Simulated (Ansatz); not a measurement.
A nudged elastic band was laid between two geometries of C2H4InNO (9 atoms, charge 0, multiplicity 1).

These are results of RKS PBE0/def2-SVP in Ansatz 0.2.0, not measurements.

- movable images: 7
- climbing image: yes
- spring: 5.0 eV/Å²
- optimiser: quadratic models (default)
- start path: through a guess of the saddle point
- force threshold: 0.05 eV/Å
- iteration limit: 60
- end points: relaxed

Image 0:

```xyz
9
Properties=species:S:1:pos:R:3
O 0.128 1.835 -0.709
C 0.078 0.555 -0.309
C 1.028 -0.377 -0.699
In 0.191 -1.809 0.524
N -0.944 0.119 0.487
H -0.725 2.242 -0.510
H 1.780 -0.241 -1.472
H -0.193 -3.156 1.479
H -1.255 0.786 1.191
```

Image 8:

```xyz
9
Properties=species:S:1:pos:R:3
O 0.072 1.359 -0.843
C -0.144 0.194 -0.201
C 0.677 -0.908 -0.542
In 0.735 -1.091 1.965
N -0.953 0.083 0.839
H -0.352 2.073 -0.351
H 1.484 -0.742 -1.259
H 0.165 -1.871 -0.625
H -1.596 0.856 1.001
```

Q: What changes between the two ends?

A: Bonds broken: In4–H8. Bonds formed: C3–H8.

Q: Give the energies along the band, and the barrier.

A: It converged. The highest image is number 4 of 0 to 8, 1.62 eV above the first end and 3.78 eV above the last; the last end lies 2.15 eV below the first. Neighbouring images differ by up to 2.1 eV, so the band resolves the path poorly. A vibrational analysis at the climbing image gives one clearly imaginary mode, 716i cm⁻¹: a first-order saddle point. The orbitals stay closed-shell, which can raise the energy where a bond breaks towards radicals; this wasn't checked here.

| image | path coordinate (Å) | energy (eV) | In4–H8 (Å) | C3–H8 (Å) |
| --- | --- | --- | --- | --- |
| 0 | 0.00 | 0.00 | 1.70 | 3.74 |
| 1 | 0.83 | 0.06 | 1.69 | 3.71 |
| 2 | 1.66 | 0.36 | 1.69 | 3.57 |
| 3 | 2.49 | 1.05 | 1.71 | 3.09 |
| 4 | 3.32 | 1.62 | 1.82 | 2.33 |
| 5 | 3.99 | 0.29 | 2.04 | 1.56 |
| 6 | 4.67 | -1.83 | 2.59 | 1.11 |
| 7 | 5.35 | -2.06 | 2.76 | 1.10 |
| 8 | 6.02 | -2.15 | 2.77 | 1.09 |

Q: What is the geometry of the highest image?

A: 
```xyz
9
Properties=species:S:1:pos:R:3
O -0.177 1.299 -1.034
C 0.113 0.480 -0.008
C 1.157 -0.497 -0.184
In 0.291 -1.922 1.214
N -0.557 0.414 1.114
H -0.974 1.807 -0.839
H 1.917 -0.303 -0.949
H -0.277 -2.314 -0.475
H -1.403 0.988 1.144
```

Time of the run: 7.7 min on 2 threads of Arm Neoverse V1, with other jobs on the host, peak memory 0.26 GiB.
